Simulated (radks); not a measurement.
Species: O. Configuration: [He] 2s2 2p4 (the NIST ground configuration).

Calculated with a radial shooting solver on a logarithmic mesh with Libxc functionals: scalar-relativistic Kohn-Sham, r2SCAN, spin-polarised, spherical densities, finite nucleus; open shells are filled with parallel spins first; meta-GGA in the generalised Kohn-Sham scheme; Fermi nuclear charge, rms radius 2.6991 fm.

Energy parts (eV):
total: -2043.312
kinetic: 2040.689
electron-nucleus: -4850.640
Hartree: 994.977
exchange-correlation: -228.338

Orbitals (lengths in bohr, moments of r in powers of bohr; r(max) is where P^2 peaks; r(90%) holds 90 % of the orbital's charge):
orbital  occ.  eigenvalue (eV)  r(90%)     <r^4>  r(max)
1s up       1        -520.5392   0.357  0.007652  0.1292
1s down     1        -518.8952   0.356  0.007480  0.1291
2s up       1         -26.9822    1.80     4.626  0.8640
2s down     1         -22.7442    1.88     5.595  0.8817
2p up       3         -10.9547    2.10     9.452  0.8117
2p down     1          -6.7847    2.40     17.28  0.8548

The highest occupied level is 2p down at -6.785 eV. The density falls to 0.001 e/bohr^3 at r = 3.25 bohr. The spin density at the nucleus is 0.1144 e/bohr^3 (1s -0.6644, 2s 0.7788).
